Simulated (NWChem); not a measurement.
System: Sr

Computed with NWChem. GIAO values for the isolated, static molecule; σ is the absolute isotropic shielding. Spin-orbit effects, on the heavy nuclei and on their neighbours, are missing.

Q: Predict the results for PBE/x2c-SVPall-s, scalar ZORA without spin-orbit coupling. Quantities: σ Sr1 (ppm).

A: 
| Property | Value |
|---|---|
| σ Sr1 (ppm) | 3495.0 |
